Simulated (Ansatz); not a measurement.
`C[B](F)[GeH3]` + `N[SiH3]` → `[SiH3][NH][GeH3]` + `CBF`  (cleavage of the Ge–B bond)

Gas-phase electronic energies from Ansatz, PBE0-D4/def2-TZVP geometries. CCSD(T)/CBS is the MP2 limit (def2-TZVPP, def2-QZVPP) plus CCSD(T) − MP2 in def2-TZVPP, frozen cores. This one scheme is used for every species. DFT in def2-TZVPP. B3LYP here is the variant with VWN-RPA as its local correlation; programs differ in this. For Ge outer-core shells are correlated without core-valence functions, which leaves a few kJ/mol of doubt a bond. Scalar relativity is left out up to krypton.

```
             level  ΔE (kcal/mol)  difference from CCSD(T)/CBS
       LDA (SPW92)           -1.0                          4.3
            B97M-V           -4.5                          0.8
           PBE0-D4           -3.3                          2.0
          B3LYP-D4           -5.0                          0.3
        r2SCAN0-D4           -4.5                          0.8
      CAM-B3LYP-D4           -5.6                         -0.3
           ωB97M-V           -5.1                          0.2
            B2PLYP           -5.8                         -0.5
             B3LYP           -4.4                          0.9
           r2SCAN0           -4.4                          0.9
             BHLYP           -6.4                         -1.1
      MP2/def2-SVP           -9.2                         -3.9
  CCSD(T)/def2-SVP           -8.0                         -2.7
    MP2/def2-TZVPP           -7.4                         -2.1
SCS-MP2/def2-QZVPP           -7.9                         -2.6
      HF/CBS(def2)           -9.8                         -4.5
       CCSD(T)/CBS           -5.3                            0
```

Largest T1 diagnostic among the species: 0.013.

From BLYP to BHLYP (50 % exact exchange), in def2-TZVPP and without D4, ΔE moves by −3.0 kcal/mol. In def2-TZVPP, CCSD(T) changes the Hartree–Fock value by +3.4 kcal/mol (the triples alone add +0.2 kcal/mol) and MP2 by +2.1 kcal/mol. Leaving LDA and LC-ωPBE aside and taking each functional with its dispersion term where it has one, the values, not all of them listed here, spread over 5.0 kcal/mol, from BHLYP-D4 to PBE-D4.
